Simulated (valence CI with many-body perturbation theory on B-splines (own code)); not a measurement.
La⁴²⁺: key properties

Calculated by configuration interaction combined with many-body perturbation theory (CI+MBPT): five valence electrons over a frozen Dirac-Fock core [Ne], a basis of 9 s, 9 p, 8 d, 6 f, 3 g, 1 h functions for each j, with the one-electron correlation potential Σ1, the two-electron term Σ2, the three-electron term Σ3, Breit, model QED; selected CI, second order for the rest (own B-spline code, finite nucleus).

No measured spectrum was set against this ion. As an estimate, large intervals hold to a few tenths of a per cent, small ones and those within an open d or f shell to about a per cent. Among the levels kept, up to 630 cm⁻¹ of a level comes from second order outside the variational space, and about a tenth of that is noise between levels of different J, which matters for small intervals.

Levels are named by their leading jj configuration (3d3/2^4 stands for four electrons in 3d with j = 3/2), which in mixed levels can hold well under half, so a name can repeat and another be missing.

Rates and lifetimes use the calculated energies. Strong lines usually hold to 10 to 20 %, long lifetimes can be off by a factor of two.

Question: What is the ground level?

Answer: (3s^2 3p1/2^2 3p3/2) J=3/2, composition 45 % 3s²3p³ ²P° + 29 % 3s²3p³ ⁴S° + 25 % 3s²3p³ ²D°, g = 1.384.

Question: What are the static dipole polarisabilities of the lowest levels?

Answer: (3s^2 3p1/2^2 3p3/2) J=3/2 0.00990 (tensor 0.00079) bohr³, of which the core gives 0.000147.

Question: How well does LS coupling describe the low levels?

Answer: Among the lowest 20 levels the leading LS term, summed over configurations, holds 51 % on average. For single configurations the figures are 48 % in LS and 85 % in jj coupling. Terms mix most in the J = 5/2 level at 2293.5 × 10³ cm⁻¹, where the leading one holds 30 %.

Question: Among levels below 3386.4 × 10³ cm⁻¹, which E1 lines absorb most strongly from the ground level?

Answer: to (3s^2 3p1/2 3p3/2 3d3/2) J=3/2 at 4.266 nm, f = 0.281; to (3s^2 3p1/2 3p3/2 3d3/2) J=5/2 at 4.360 nm, f = 0.170; to (3s^2 3p1/2 3p3/2 3d3/2) J=1/2 at 4.262 nm, f = 0.104.

Question: Where does the other parity begin?

Answer: At (3s^2 3p1/2^2 3d3/2) J=3/2, 1316.5 × 10³ cm⁻¹.

Question: What is the ionisation energy?

Answer: 3224.5 eV; NIST lists 3222 ± 4 eV (theoretical).
